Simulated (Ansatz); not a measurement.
Consider the ligand exchange at a Ge–O bond: `OC(=S)[O][GeH3]` + `[SiH3]N[SiH3]` → `[SiH3][N]([SiH3])[GeH3]` + `OC(O)=S`.

Computed with Ansatz on PBE0-D4/def2-TZVP structures; ΔE is electronic, products minus reactants. CCSD(T)/CBS is the MP2 limit (def2-TZVPP, def2-QZVPP) plus CCSD(T) − MP2 in def2-TZVPP, frozen cores. This one scheme is used for every species. Functionals use def2-TZVPP. B3LYP here is the variant with VWN-RPA as its local correlation; programs differ in this. For Ge outer-core shells are correlated without core-valence functions, which leaves a few kJ/mol of doubt a bond. Scalar relativity is left out up to krypton. One conformer a species, not always the lowest.

Problem. Is it downhill or uphill in electronic energy at CCSD(T)/CBS, and by how much? (An estimate is asked.)

Solution. The calculation gave: Uphill: ΔE = +17.4 kJ/mol.

Problem. What do these levels give: r2SCAN-D4, PBE0-D4, B3LYP-D4, ωB97X-V, ωB97M-V, B2PLYP, PBE, r2SCAN, PBE0, CCSD(T)/def2-TZVPP, HF/def2-QZVPP, MP2/def2-QZVPP? (Best estimate.)

Solution. The calculation gave: r2SCAN-D4 21.4, PBE0-D4 17.0, B3LYP-D4 24.0, ωB97X-V 22.5, ωB97M-V 20.9, B2PLYP 26.4, PBE 22.5, r2SCAN 22.4, PBE0 20.8, CCSD(T)/def2-TZVPP 17.5, HF/def2-QZVPP 34.6, MP2/def2-QZVPP 16.4 kJ/mol.

Largest T1 diagnostic among the species: 0.016.

In def2-TZVPP, CCSD(T) changes the Hartree–Fock value by −16.4 kJ/mol (the triples alone add −1.7 kJ/mol) and MP2 by −17.7 kJ/mol. The D4 term adds −7.0 kJ/mol with B3LYP and −3.8 kJ/mol with PBE0; it sums over pairs of atoms, weighted by their polarisabilities, and B3LYP, whose exchange is more repulsive, gets the larger term.
